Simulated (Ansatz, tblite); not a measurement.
Forces on Si₅W₄ at its PBE-D4/def2-SVP geometry. Total charge 0; singlet.

In the def2 sets W takes a core potential; there is no spin–orbit coupling. The xTB rows come from tblite. Another isomer (singlet) lies 0.65 eV lower at PBE0-D4/def2-TZVP; other spin states weren't run for this one.

GFN1-xTB (tblite), largest force 20.48 eV/Å:

```xyz
9
positions Å, forces eV/Å
W     0.811    2.063    0.537    9.287   12.056   -2.496
W     2.131    0.373   -0.956    5.393    4.341  -18.954
W    -1.127    0.833    1.134  -11.223   -5.594    4.173
W     1.734   -0.181    1.269   -1.165   -7.249   19.120
Si    1.128   -1.803   -0.799   -1.029   -1.476    0.289
Si   -1.347   -1.370   -0.526    0.046   -0.201   -0.613
Si   -2.634    0.563   -0.909   -0.617   -0.220   -0.246
Si   -0.294    0.980   -1.370   -0.779   -0.224   -1.477
Si   -0.401   -1.458    1.619    0.087   -1.433    0.204
```

GFN2-xTB (tblite), largest force 10.02 eV/Å:

```
W 3.137 6.529 0.046
W 3.472 1.686 -9.051
W -5.273 -1.029 2.639
W -0.337 -4.246 9.070
Si 0.016 -1.693 -0.850
Si -0.477 -1.453 -0.737
Si -0.863 -0.072 -0.013
Si -0.078 0.941 -2.573
Si 0.402 -0.663 1.469
```

PBE-D4/def2-TZVP (Ansatz), largest force 0.38 eV/Å:

```
W 0.032 -0.291 -0.036
W -0.243 -0.034 0.131
W 0.158 -0.141 -0.239
W -0.282 0.071 -0.247
Si -0.010 0.237 0.160
Si 0.053 0.194 0.109
Si 0.163 -0.068 0.065
Si 0.053 -0.077 0.215
Si 0.076 0.108 -0.157
```
